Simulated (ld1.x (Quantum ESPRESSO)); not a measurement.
# Transferability test, RRKJ potential for oxygen

* Element: oxygen
* Generator: ld1.x (Quantum ESPRESSO) 7.5
* Type: norm-conserving RRKJ (Kleinman–Bylander form)
* Functional: LDA (PZ)
* Relativity: scalar-relativistic
* Frozen core: [He]
* Valence charge: 6
* Reference configuration: 2s2 2p2 (charge +2)
* Partial waves: 2p (bound): rc 1.20 bohr; 2s (bound): rc 0.65 bohr
* Local potential: the s channel
* Core correction: Bessel-smoothed model core, default radius (core density twice the valence density)
* rho0: 0.001

Energies are relative to the spin-unpolarised reference configuration 2s2 2p2; without spin polarisation the order of configurations can differ from experiment. Spin-polarised rows fill each open shell by Hund’s rule, majority spin first.

```
   valence configuration  charge  ΔE all-electron (eV)  error AE − PS (meV)
                 2s2 2p4       0               -50.292                  +64
                 2s2 2p3      +1               -33.708                  +32
                 2s2 2p1      +3                53.964                  +89
               2s2 2p4.3    -0.3               -52.466                  +68
                 2s2 2p0      +4               130.919                 +555
                 2s0 2p6       0               -21.064                 +256
               2s2 2p3.5    +0.5               -43.926                  +52
2s2 2p2 (spin-polarised)      +2                -2.234                  +53
2s2 2p4 (spin-polarised)       0               -51.701                  +98
```

Levels in the configuration 2s2 2p2 (spin-polarised):

```json
{"level": "2s up", "all-electron (eV)": "-59.636", "pseudo (eV)": "-59.719"}
{"level": "2p up", "all-electron (eV)": "-45.068", "pseudo (eV)": "-45.112"}
{"level": "2s down", "all-electron (eV)": "-55.334", "pseudo (eV)": "-55.217"}
```
